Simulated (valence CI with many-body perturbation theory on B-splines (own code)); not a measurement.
**Yb⁵⁷⁺: calculated level list**

Method: valence CI with perturbative core correlation (CI+MBPT): three valence electrons over a frozen Dirac-Fock core [Ne], a basis of 11 s, 11 p, 10 d, 8 f, 5 g, 2 h functions for each j, with the one-electron correlation potential Σ1 (screened to all orders), the two-electron term Σ2, the three-electron term Σ3, Breit, model QED; selected single and double excitations, second order for the rest, scaled by the run's own slope (own B-spline code, finite nucleus).

No measured spectrum was set against this ion. As an estimate, large intervals hold to a few tenths of a per cent, small ones and those within an open d or f shell to about a per cent.

Levels 1 to 45 of 157, with energies above the lowest level, (3s^2 3p1/2) J=1/2. "Leading %" is the weight of the configuration and term that name the level; weights of strongly mixed levels are sums over their largest components and can fall short, so below about 35 % the name and the second component can differ from the true leading terms, or belong to a minority configuration. In the jj column 3d3/2^4 stands for four electrons in 3d with j = 3/2.

```tsv
No.	Configuration	Term	J	E (eV)	Leading %	Second component	Leading jj
1	3s2.3p	2P°	1/2	0.0	100		3s^2 3p1/2 (100 %)
2	3s.3p2	4P	1/2	153.0	54	30 % 3s.3p2 2S	3s 3p1/2^2 (99 %)
3	3s2.3p	2P°	3/2	279.1	99		3s^2 3p3/2 (99 %)
4	3s.3p2	4P	3/2	404.4	89	8 % 3s.3p2 2D	3s 3p1/2 3p3/2 (99 %)
5	3s.3p2	2D	5/2	421.2	60	38 % 3s.3p2 4P	3s 3p1/2 3p3/2 (97 %)
6	3s.3p2	2D	3/2	441.3	52	28 % 3s.3p2 2P	3s 3p1/2 3p3/2 (82 %)
7	3s.3p2	2P	1/2	450.6	70	29 % 3s.3p2 4P	3s 3p1/2 3p3/2 (98 %)
8	3s2.3d	2D	3/2	496.6	82	10 % 3s.3p2 2D	3s^2 3d3/2 (82 %)
9	3s2.3d	2D	5/2	552.0	96		3s^2 3d5/2 (96 %)
10	3p3	2P°	3/2	592.2	31	19 % 3p3 2D°	3p1/2^2 3p3/2 (64 %)
11	3s.3p.3d	4F°	3/2	605.6	64	10 % 3p3 2P°	3s 3p1/2 3d3/2 (77 %)
12	3s.3p.3d	4F°	5/2	617.5	44	29 % 3s.3p.3d 2F°	3s 3p1/2 3d3/2 (98 %)
13	3s.3p.3d	4D°	1/2	642.0	59	34 % 3s.3p.3d 2P°	3s 3p1/2 3d3/2 (99 %)
14	3s.3p.3d	4D°	3/2	647.4	35	20 % 3s.3p.3d 4P°	3s 3p1/2 3d3/2 (86 %)
15	3s.3p.3d	4P°	5/2	681.2	38	30 % 3s.3p.3d 4D°	3s 3p1/2 3d5/2 (99 %)
16	3s.3p.3d	4F°	7/2	693.9	44	32 % 3s.3p.3d 2F°	3s 3p1/2 3d5/2 (98 %)
17	3s.3p2	4P	5/2	695.5	59	40 % 3s.3p2 2D	3s 3p3/2^2 (98 %)
18	3s.3p.3d	2F°	5/2	703.7	51	20 % 3s.3p.3d 2D°	3s 3p1/2 3d5/2 (97 %)
19	3s.3p.3d	2D°	3/2	708.5	37	35 % 3s.3p.3d 2P°	3s 3p1/2 3d5/2 (88 %)
20	3s.3p2	2S	1/2	729.9	68	17 % 3s.3p2 4P	3s 3p3/2^2 (99 %)
21	3s.3p2	2P	3/2	736.3	61	30 % 3s.3p2 2D	3s 3p3/2^2 (98 %)
22	3p2.3d	2D	3/2	789.9	40	35 % 3p2.3d 4F	3p1/2^2 3d3/2 (99 %)
23	3p3	2D°	5/2	865.2	70	13 % 3s.3p.3d 2D°	3p1/2 3p3/2^2 (70 %)
24	3p2.3d	2D	5/2	866.5	32	21 % 3p2.3d 4D	3p1/2^2 3d5/2 (98 %)
25	3p3	4S°	3/2	869.5	49	44 % 3p3 2D°	3p1/2 3p3/2^2 (92 %)
26	3p3	2P°	1/2	884.9	82	14 % 3s.3p.3d 2P°	3p1/2 3p3/2^2 (82 %)
27	3s.3p.3d	4D°	3/2	897.3	43	36 % 3s.3p.3d 4P°	3s 3p3/2 3d3/2 (98 %)
28	3s.3p.3d	4P°	1/2	898.9	82	15 % 3s.3p.3d 4D°	3s 3p3/2 3d3/2 (96 %)
29	3s.3p.3d	4D°	5/2	900.4	43	22 % 3s.3p.3d 4F°	3s 3p3/2 3d3/2 (80 %)
30	3s.3p.3d	4F°	7/2	903.5	42	34 % 3s.3p.3d 2F°	3s 3p3/2 3d3/2 (92 %)
31	3s.3p.3d	2D°	3/2	928.8	63	22 % 3s.3p.3d 4P°	3s 3p3/2 3d3/2 (86 %)
32	3s.3p.3d	4F°	9/2	941.6	100		3s 3p3/2 3d5/2 (100 %)
33	3s.3p.3d	2F°	5/2	942.1	67	8 % 3s.3p.3d 4F°	3s 3p3/2 3d3/2 (91 %)
34	3s.3p.3d	2P°	1/2	946.7	66	21 % 3s.3p.3d 4D°	3s 3p3/2 3d3/2 (86 %)
35	3s.3p.3d	2D°	5/2	963.1	47	38 % 3s.3p.3d 4P°	3s 3p3/2 3d5/2 (96 %)
36	3s.3p.3d	2F°	7/2	971.8	62	32 % 3s.3p.3d 4D°	3s 3p3/2 3d5/2 (93 %)
37	3s.3p.3d	2P°	3/2	974.4	43	39 % 3s.3p.3d 2D°	3s 3p3/2 3d5/2 (86 %)
38	3s.3p.3d	2F°	7/2	989.3	71	20 % 3s.3p.3d 4D°	3s 3p3/2 3d5/2 (98 %)
39	3s.3p.3d	2P°	1/2	998.5	84	6 % 3p3 2P°	3s 3p3/2 3d5/2 (91 %)
40	3s.3p.3d	2P°	3/2	1008.2	77	8 % 3s.3p.3d 4P°	3s 3p3/2 3d5/2 (98 %)
41	3s.3p.3d	2D°	5/2	1010.5	63	22 % 3s.3p.3d 2F°	3s 3p3/2 3d5/2 (94 %)
42	3p2.3d	2F	5/2	1044.7	50	36 % 3p2.3d 4F	3p1/2 3p3/2 3d3/2 (92 %)
43	3p2.3d	4F	3/2	1052.0	40	24 % 3p2.3d 4D	3p1/2 3p3/2 3d3/2 (98 %)
44	3p2.3d	4D	1/2	1054.6	81	16 % 3p2.3d 2P	3p1/2 3p3/2 3d3/2 (99 %)
45	3p2.3d	2G	7/2	1058.3	50	26 % 3p2.3d 2F	3p1/2 3p3/2 3d3/2 (94 %)
```

The ionisation energy to 3s2 1S_0 of the next ion comes out as 5861.6 eV (NIST: 5860 ± 6 eV (theoretical)). All 157 levels together are meant to be complete up to 2861.2 eV.
